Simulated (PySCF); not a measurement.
PySCF 2.14 output of an unrestricted PBE0 calculation on a single atom or ion in aug-cc-pwCVTZ-PP with ECP60MDF, with a scalar-relativistic core potential:

```
SCF conv_tol = 1e-09
number electrons alpha = 10  beta = 6
    C. Adamo and V. Barone.,  J. Chem. Phys. 110, 6158 (1999)
    M. Ernzerhof and G. E. Scuseria.,  J. Chem. Phys. 110, 5029 (1999)
cycle= 1 E= -103.844867236579  delta_E= -0.00823  |g|= 0.0207  |ddm|= 0.266
cycle= 2 E= -103.845386330683  delta_E= -0.000519  |g|= 0.00785  |ddm|= 0.107
cycle= 3 E= -103.845605289055  delta_E= -0.000219  |g|= 0.00674  |ddm|= 0.0383
cycle= 4 E= -103.845747483802  delta_E= -0.000142  |g|= 0.00456  |ddm|= 0.0312
cycle= 5 E= -103.845903244927  delta_E= -0.000156  |g|= 0.00234  |ddm|= 0.05
cycle= 6 E= -103.845959559511  delta_E= -5.63e-05  |g|= 0.00129  |ddm|= 0.0356
cycle= 7 E= -103.845979631285  delta_E= -2.01e-05  |g|= 0.000793  |ddm|= 0.0182
cycle= 8 E= -103.845988020257  delta_E= -8.39e-06  |g|= 0.000383  |ddm|= 0.0161
cycle= 9 E= -103.845989359705  delta_E= -1.34e-06  |g|= 7.13e-05  |ddm|= 0.00897
cycle= 10 E= -103.845989369494  delta_E= -9.79e-09  |g|= 1.63e-05  |ddm|= 0.000454
cycle= 11 E= -103.845989369686  delta_E= -1.92e-10  |g|= 2.89e-06  |ddm|= 4.42e-05
converged SCF energy = -103.845989369686  <S^2> = 6.0020919  2S+1 = 5.0008367
```

The run itself started from symmetry-adapted Hartree-Fock orbitals and held the occupation by maximum overlap, on a logarithmic radial grid, so the iterations belong to that start.

Q: Which element, charge and spin multiplicity is this?

A: Ir⁺ (iridium, charge +1), multiplicity 5; the state was [Xe] 4f14 5d7 6p1, one real determinant (an excited configuration).

⟨L²⟩ = 13.71 against 20 for a pure G term, so this real determinant mixes terms. Energies and moments cover only the electrons outside the core potential. Spin-orbit coupling, absent here, splits the open shell strongly.
